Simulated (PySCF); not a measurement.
First SCF of a structure search on singlet Si₄, at a hand-made tetrahedron geometry. PySCF input:

```python
from pyscf import gto, scf, dft
mol = gto.M(atom='''
Si     0.820200     0.820200     0.820200
Si     0.820200    -0.820200    -0.820200
Si    -0.820200     0.820200    -0.820200
Si    -0.820200    -0.820200     0.820200''',
    basis={'Si': 'def2-TZVP'},
    charge=0, spin=0)
mf = dft.RKS(mol, xc='PBE0')
mf.grids.atom_grid = (50, 194)
aux = {'Si': 'def2-universal-JKFIT'}
mf = mf.density_fit(auxbasis=aux)
mf.conv_tol = 1e-08
mf.diis_space = 10
mf.max_cycle = 60
mf.init_guess = 'minao'
mf.verbose = 4
mf.kernel()
```

Excerpt of the output (cycles and frontier levels):

```
init E= -1157.99805850454
  HOMO = -0.210982797079585  LUMO = -0.189930080985709  gap/eV = 0.57287
cycle= 1 E= -1157.33456666742  delta_E= 0.663  |g|= 0.191  |ddm|=    2
  HOMO = -0.235415805202869  LUMO = -0.167657214339024  gap/eV = 1.84381
cycle= 2 E= -1157.33861092925  delta_E= -0.00404  |g|= 0.0886  |ddm|= 0.195
  HOMO = -0.240267858069598  LUMO = -0.173139023216015  gap/eV = 1.82667
cycle= 3 E= -1157.33978172738  delta_E= -0.00117  |g|= 0.0247  |ddm|= 0.0763
  HOMO = -0.236932975978878  LUMO = -0.168869530227135  gap/eV = 1.85210
cycle= 4 E= -1157.33999749695  delta_E= -0.000216  |g|= 0.00473  |ddm|= 0.0382
  HOMO = -0.237255547508156  LUMO = -0.169128929438868  gap/eV = 1.85382
cycle= 5 E= -1157.34000394934  delta_E= -6.45e-06  |g|= 0.000307  |ddm|= 0.00421
  HOMO = -0.237300826343391  LUMO = -0.169188886977772  gap/eV = 1.85342
cycle= 6 E= -1157.34000400494  delta_E= -5.56e-08  |g|= 2.57e-05  |ddm|= 0.000687
  HOMO = -0.237306652844014  LUMO = -0.169194087590328  gap/eV = 1.85344
cycle= 7 E= -1157.34000400561  delta_E= -6.73e-10  |g|= 6.35e-06  |ddm|= 0.00014
  HOMO = -0.237304773758728  LUMO = -0.169192243912263  gap/eV = 1.85344
Extra cycle  E= -1157.34000400562  delta_E= -7.73e-12  |g|= 5.44e-06  |ddm|= 2.32e-05
converged SCF energy = -1157.34000400562
```

No lower solution of this spin was found from smeared starts or by a stability analysis within the restricted form, which does not test spin polarisation.

At the minimum of this search the closed-shell solution is unstable towards spin polarisation, so a lower open-shell solution exists.

The search for the lowest solution, 3 starts and the stability check together, took 20 s on 4 threads of a shared Arm Neoverse V1 host, with 148 basis functions; the process peaked at 0.62 GiB.
